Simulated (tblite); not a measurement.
Run record: tight-binding relaxation, `C[C@H]1C[CH-][C]1S(=O)(=O)O` [radical].

Computed with GFN2-xTB geometry optimisation, gas phase (tblite 0.8.0). Start geometry: from a force field or distance geometry. The command runs a driver script over a list of jobs; the input below is this job's line of settings and its coordinates in Å.

Command:
```bash
OMP_NUM_THREADS=1 python probes_run.py task.json out
```

Input:
```
{"job": {"kind": "relax", "xc": "GFN2-xTB", "basis": "xTB"}, "charge": -1, "multiplicity": 2}
C     -1.661300     1.148800    -0.415300
C     -0.817300     0.205500     0.339400
C     -1.327200    -1.244600     0.399200
C      0.147400    -1.618400     0.444000
C      0.346000    -0.408300    -0.418200
S      1.878100     0.413100    -0.352600
O      1.669300     1.905500    -0.336700
O      2.635500     0.078400    -1.624900
O      2.895300    -0.078000     0.897100
H     -2.690800     0.737400    -0.638600
H     -1.130900     1.479000    -1.314000
H     -1.873600     2.032800     0.257600
H     -0.522200     0.484300     1.372900
H     -1.929700    -1.499300     1.263200
H     -1.771200    -1.446800    -0.609400
H      0.387900    -2.593100    -0.009500
H      3.757800     0.415900     0.736000
```

Output:
```
step      E/eV     max force
  0    -824.39852    4.102
  1    -824.94304    1.706
  2    -825.08627    0.971
  3    -825.21989    0.785
  4    -825.27670    0.727
  5    -825.31742    0.562
  6    -825.34175    0.424
  7    -825.36811    0.370
  8    -825.38740    0.327
  9    -825.40675    0.460
... (111 lines left out)
121    -825.80675    0.022
122    -825.80682    0.022
123    -825.80691    0.026
124    -825.80701    0.045
125    -825.80712    0.047
126    -825.80720    0.038
127    -825.80726    0.017
128    -825.80730    0.011
129    -825.80732    0.022
130    -825.80733    0.005
```

«max force» is the largest atomic force in eV/Å.

Problem. From which step on does the largest force stay under 0.1 eV/Å, and how much energy is left to gain from there?

Solution. From step 90 (0.097 eV/Å), 7.2 meV above the end.

In short: energy lowered by 32.5 kcal/mol over 130 steps; largest atomic force 0.005 eV/Å at the end.

Problem. Give the final coordinates.

Solution. 0.566 Å rms from the input after alignment:
```
atom  x, y, z in Å
C1    -1.7550    1.1764   -0.4249
C2    -0.8010    0.2523    0.3133
C3    -1.2701   -1.2060    0.5559
C4    -0.0465   -1.6253   -0.2045
C5     0.3272   -0.3283   -0.5267
S6     1.9360    0.4293   -0.4054
O7     1.7692    1.8439   -0.7099
O8     2.8600   -0.2832   -1.2874
O9     2.8980    0.4229    1.1365
H10   -2.1224    0.6901   -1.3267
H11   -1.2202    2.0782   -0.7133
H12   -2.6068    1.4499    0.2007
H13   -0.4507    0.7397    1.2270
H14   -1.3092   -1.5025    1.6128
H15   -2.2379   -1.4522    0.1002
H16    0.3593   -2.5975   -0.4134
H17    3.6632   -0.0756    0.8561
```

Hardware: one thread, Intel Xeon Platinum 8259CL at 2.50 GHz (x86_64), shared host with 96 logical CPUs at a one-minute load of 82. Cost: 1.7 s of wall time.
Labels such as C1 count atoms from 1, the log's own numbers from 0.
